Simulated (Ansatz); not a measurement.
BrGaHO (`[OH][Ga][Br]`) radical, relaxed with UKS PBE0-D4/def2-TZVP in Ansatz 0.2.0 from a PBE-D4/def2-SVP geometry. The force threshold is 0.005 eV/Å; the program also tests the step.

The species carries charge 0 and has multiplicity 2.

Start:

```xyz
4

O    -0.242    0.785   -0.747
Ga    0.626   -0.342    0.392
Br   -0.757   -1.807    1.593
H     0.373    1.365   -1.239
```

By how much does the energy fall, and how many steps does the optimiser take? (An estimate is asked.)

The calculation gave: 1.92 kJ/mol, in 6 steps.

Which bonds change most? (An estimate is asked.)

Computed: Ga2–Br3 from 2.345 to 2.313 Å; O1–Ga2 from 1.822 to 1.795 Å; O1–H4 from 0.978 to 0.961 Å.

Give the relaxed structure. (Best estimate.)

Computed: 
```xyz
4

O    -0.226    0.771   -0.743
Ga    0.612   -0.344    0.387
Br   -0.747   -1.787    1.580
H     0.362    1.359   -1.225
```
